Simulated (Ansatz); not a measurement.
Coupled-cluster diagnostics for the cluster Cs3H3⁻, Ansatz.

Geometry of the doublet (r2SCAN-D4/def2-TZVPD):

```xyz
6

Cs   -0.053   -0.921   -1.123
Cs   -0.456    4.414    0.267
Cs    0.292   -6.149   -2.618
H     0.306    0.243    2.241
H    -0.252    1.716   -0.420
H     0.164    0.698    1.654
```

In the def2 sets Cs takes a core potential; there is no spin–orbit coupling. Correlated methods freeze no core orbitals; core or outer-core shells of Cs are correlated, in sets that lack core-valence functions. In the doublet, H4 and H6 lie 0.76 Å apart (atoms count from 1), so H2 has formed as a molecule. Another isomer (doublet) lies 0.07 eV lower at PBE0-D4/def2-TZVPD; other spin states weren't run for this one.

(1) Estimate the CCSD(T) correlation energy, the shares of MP2 and (T), T1 and the reference's ⟨S²⟩ for: charge -1, doublet, own geometry in def2-TZVPD; and the rough time on 4 threads of Arm Neoverse V2 on a shared host.

Answers

(1) 
| state | basis | correlation (eV) | MP2 share (%) | (T) share (%) | T1 | ⟨S²⟩ (pure) | wall time | remarks |
| --- | --- | --- | --- | --- | --- | --- | --- | --- |
| charge -1, doublet, own geometry | def2-TZVPD | -11.525 | 88.3 | 1.6 | 0.066 | 1.49 (0.75) | 69 s | large T1, spin-contaminated |
Customary marks for T1 are 0.02 (closed shells), 0.045 (open shells) and about 0.05 (3d metals). T1 exceeds 0.02 in 1 of 1 rows and 0.045 in 1; the higher it lies, the less the single-reference result can be trusted.
